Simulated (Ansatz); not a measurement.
Z-matrix (Å, degrees):
```
B
Se 1 2.216
Si 1 1.951 2 69.6
H 1 1.196 2 104.2 3 112.7
H 1 1.193 2 109.1 3 -116.4
H 2 1.469 1 96.7 3 87.6
H 3 1.484 1 124.2 2 89.9
H 3 1.484 1 125.7 2 -89.6
```

Total charge 0; spin multiplicity 1. The bonds changed during the relaxation, so this is another structure than the one it started from.

Task: List the PBE0/def2-TZVPP orbital energies in eV (Ansatz). (Best estimate.)

Result: The calculation gave: Occupied: -12362.35, -1803.01, -1585.14, -1422.16, -1422.13, -1422.11, -215.54, -184.07, -159.10, -159.00, -158.91, -145.35, -100.10, -99.97, -99.91, -59.10, -59.07, -58.99, -58.91, -58.90, -20.63, -15.37, -13.35, -11.73, -10.26, -9.77, -9.23, -8.10, -7.37. Lowest empty: -1.01, -0.34, 0.41, 1.06, 1.28, 1.88, 2.40, 3.04.
